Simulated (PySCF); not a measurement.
# Ionisation energy of Si⁺ by level of theory

Si⁺ [Ne] 3s2 3p1 (2P) → Si²⁺ [Ne] 3s2 (1S), as a difference of total energies. All numbers are calculated (PySCF 2.14, the non-relativistic Hamiltonian (point nucleus), in aug-cc-pwCVTZ). Correlated levels: valence: [Ne] frozen. The calculations carry no spin-orbit coupling.

| method | ionisation energy (eV) |
| --- | --- |
| UHF | 15.830 |
| MP2 (valence) | 16.098 |
| SCS-MP2 (valence) | 16.087 |
| CCSD (valence) | 16.213 |
| CCSD(T) (valence) | 16.244 |

**Question.** How much does correlation contribute at CCSD(T) (valence)?

**Answer.** 16.244 − (15.830) = 0.414 eV, measured against UHF.

A first-order spin-orbit estimate (lowest level to lowest level, LS coupling) adds 0.020 eV.

Errors of the correlated levels include the incompleteness of this basis and the frozen core.

For comparison: 16.346 eV (measured; NIST Atomic Spectra Database, ionization energies).
